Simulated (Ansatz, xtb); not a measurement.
Two structures of CH2NSb

We compare a, a triplet given by its coordinates, with b, `C=[N+]=[Sb-]`, a singlet. Both are isolated molecules in the gas phase, relaxed with B3LYP-D4/def2-TZVP.

a (Å):

```xyz
5

C    -0.8478   -2.6542   -1.0195
N    -0.3494   -1.4946   -0.9725
Sb   -1.0464    0.0998    0.1069
H    -0.3698   -3.4187   -1.6427
H    -1.7450   -2.9821   -0.4776
```

Close contacts (Å): C1–N2 1.26, N2–Sb3 2.05, C1–H4 1.10, C1–H5 1.10.

b (Å):

```csv
atom,x (Å),y (Å),z (Å)
C,-0.9259,-2.7204,-0.9833
N,-0.8219,-1.5133,-0.6345
Sb,-0.6655,0.3074,-0.1080
H,-0.2363,-3.1622,-1.7040
H,-1.7088,-3.3613,-0.5755
```

Question: Which of the two would you expect CCSD(T)/def2-TZVPP electronic energies to favour?

Answer: Structure a; the calculation gives E(b) − E(a) = +0.217 eV.

Level by level:

```tsv
level	geometry	E(b) − E(a) (eV)	departure from the last row (eV)	job, with rough time for the two
B3LYP-D4/def2-TZVP	B3LYP-D4/def2-TZVP	+0.103	−0.114	optimisation, 34 s
HF/def2-TZVPP	B3LYP-D4/def2-TZVP	+1.240	+1.023	part of the CCSD(T) run
MP2/def2-TZVPP	B3LYP-D4/def2-TZVP	+0.140	−0.077	part of the CCSD(T) run
CCSD(T)/def2-TZVPP	B3LYP-D4/def2-TZVP	+0.217		single point, 44 s
```

None of the levels shown reverses the order. The largest departure from CCSD(T)/def2-TZVPP is that of HF/def2-TZVPP, 1.023 eV. Levels run at GFN2-xTB geometries aren't shown.

With harmonic frequencies from B3LYP-D4/def2-TZVP (ideal gas, rigid rotor, one conformer each, 298.15 K, 1 atm): the zero-point term adds −0.013 eV; ΔH is +0.207 and ΔG +0.261 eV.

The T1 diagnostic of structure b is large, so the coupled-cluster value is less sure. Open shells are spin-unrestricted. The closed-shell singlet above a triplet ground state is poorly described by one determinant. The correlated steps freeze 6 core orbitals; the filled d shell of Sb is correlated, in a basis made for valence electrons. Atoms past krypton carry core potentials in the def2 sets and no spin–orbit term is included. ΔG holds the spin degeneracy. Programs: Ansatz 0.2.0; the last row on 2 threads of Intel(R) Xeon(R) 6975P-C (Granite Rapids) on a shared host.
